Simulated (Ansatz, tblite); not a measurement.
Cost and result up the ladder for CdMe(SiH3) (CH6CdSi) (9 atoms). The state is a singlet with charge 0. Geometry: r2SCAN-D4/def2-TZVP.

```tsv
atom	x (Å)	y (Å)	z (Å)
Cd1	-0.0469	-0.0015	0.2251
C2	-0.6160	-0.0719	2.2727
H3	-1.6936	0.0756	2.3696
H4	-0.1063	0.7092	2.8406
H5	-0.3580	-1.0405	2.7060
Si6	0.6003	0.0719	-2.1936
H7	2.0746	-0.0123	-2.3998
H8	0.1476	1.3266	-2.8603
H9	-0.0016	-1.0569	-2.9603
```

Ansatz on 4 threads of Arm Neoverse V2 on a shared host; xTB runs through tblite on one thread. Times are rough, summed over both states, and most runs start from the orbitals of an earlier one. PBE0-D4/def2-TZVP serves as the yardstick here, not as an exact answer. The other state is a doublet.

In the def2 sets Cd takes a core potential; there is no spin–orbit coupling. The xTB rows come from tblite.

Raw xTB energies of ions are shifted by several eV.

```csv
level,functions,vertical IE (eV),difference from PBE0-D4/def2-TZVP (eV)
PBE-D4/def2-TZVP,144,8.56,-0.10
PBE0-D4/def2-TZVP,144,8.66,0.00
GFN1-xTB,29,12.03,3.37
r2SCAN-D4/def2-TZVP,144,8.55,-0.11
GFN2-xTB,23,11.27,2.61
```

Problem. Estimate how long each takes.

Solution. GFN2-xTB 0.004 s; GFN1-xTB 0.006 s; PBE-D4/def2-TZVP 2.6 s; PBE0-D4/def2-TZVP 3.3 s; r2SCAN-D4/def2-TZVP 6.3 s. On shared hardware such times vary by a factor of up to 3.
